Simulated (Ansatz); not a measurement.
Program: Ansatz. Geometries: PBE0-D4/def2-TZVP. ΔE: electronic, gas phase. CBS: MP2 limit from def2 TZ/QZ plus the TZ coupled-cluster correction, frozen cores. This one scheme is used for every species. Functionals use def2-TZVPP. One conformer a species, not always the lowest.

`O[SiH2]N[SiH2][SiH3]` + `[AlH3]` → `O[SiH2]N[SiH2][AlH2]` + SiH₄  (formal exchange of groups at the Si–Si bond)

`O[SiH2]N[SiH2][SiH3]`:

Z-matrix (Å, degrees):
```
Si
N 1 1.717
O 1 1.644 2 114.8
H 1 1.479 2 110.5 3 -116.5
H 1 1.487 2 105.2 3 122.1
Si 2 1.733 1 129.1 3 -104.1
H 2 1.012 1 115.6 3 72.2
H 3 0.958 1 117.7 2 61.8
Si 6 2.343 2 111.3 1 3.9
H 6 1.492 2 110.4 1 123.9
H 6 1.492 2 111.6 1 -118.2
H 9 1.486 6 112.8 2 -70.0
H 9 1.490 6 107.4 2 170.5
H 9 1.489 6 111.0 2 52.4
```

`[AlH3]`:

Cartesian coordinates in Å:
```
Al 0.000 0.000 0.000
H -0.210 -0.805 -1.350
H -0.138 -0.741 1.395
H 0.348 1.547 -0.045
```

`O[SiH2]N[SiH2][AlH2]`:

Cartesian coordinates in Å:
```
O 1.026 0.991 -2.671
Si 1.164 1.325 -1.066
N -0.081 0.639 -0.098
Si -0.397 -1.052 0.179
Al -1.254 -1.454 2.451
H 0.210 1.239 -3.107
H 1.109 2.790 -0.809
H 2.483 0.752 -0.719
H -0.712 1.297 0.335
H 0.895 -1.760 -0.058
H -1.346 -1.621 -0.831
H -1.314 -2.917 3.071
H -1.782 -0.231 3.324
```

SiH₄:

Z-matrix (Å, degrees):
```
Si
H 1 1.485
H 1 1.485 2 109.5
H 1 1.485 2 109.5 3 -120.0
H 1 1.485 2 109.5 3 120.0
```

| level | ΔE (kJ/mol) |
| --- | --- |
| PBE0-D4 | 2.9 |
| MP2/def2-TZVPP | 2.9 |

Q: What does CCSD(T)/CBS give? (Best estimate.)

A: Ansatz gave: +2.3 kJ/mol. The listed levels differ from it by 0.6, 0.6 kJ/mol.

Largest T1 diagnostic among the species: 0.012.

The D4 term adds +6.7 kJ/mol with B3LYP and +3.7 kJ/mol with PBE0; it sums over pairs of atoms, weighted by their polarisabilities, and B3LYP, whose exchange is more repulsive, gets the larger term. In def2-TZVPP, CCSD(T) changes the Hartree–Fock value by +4.7 kJ/mol (the triples alone add +0.8 kJ/mol) and MP2 by +6.8 kJ/mol.

B3LYP here is the variant with VWN-RPA as its local correlation; programs differ in this.
